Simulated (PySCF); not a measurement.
C2H11BN2Si, SMILES CB(C)N[SiH2]N (GFN2-xTB optimised geometry):

```
17

Si     1.007    -1.319    -0.026
N      2.534    -0.522     0.107
N     -0.124     0.001     0.000
B     -1.524     0.001     0.000
C     -2.302    -1.382     0.014
C     -2.324     1.374     0.000
H      0.674    -2.251     1.062
H      1.039    -2.001    -1.322
H      3.360    -1.080    -0.031
H      2.684     0.105     0.882
H      0.319     0.908    -0.028
H     -2.233    -1.842     0.999
H     -3.360    -1.281    -0.219
H     -1.870    -2.092    -0.688
H     -1.688     2.251     0.102
H     -3.058     1.404     0.804
H     -2.885     1.487    -0.927
```

Calculation: PySCF 2.14.0 with PBE0/def2-SVP.

Question: What are the frontier orbital energies and the dipole moment?

Answer: HOMO-2 -8.15 eV, HOMO-1 -7.84 eV, HOMO -7.36 eV, LUMO 0.95 eV, LUMO+1 1.29 eV; dipole moment 2.03 D.

On the same geometry PBE/def2-SVP (PySCF) gives HOMO-2 -6.71 eV, HOMO-1 -6.45 eV, HOMO -5.86 eV, LUMO -0.01 eV, LUMO+1 0.37 eV; dipole moment 2.11 D.

Meta-Löwdin charges at PBE0/def2-SVP: Si1 0.86, N2 -0.69, N3 -0.53, B4 0.21, C5 -0.43, C6 -0.42, H7 -0.15, H8 -0.13, H9 0.22, H10 0.21, H11 0.22, H12 0.12, H13 0.10, H14 0.10, H15 0.09, H16 0.11, H17 0.11.
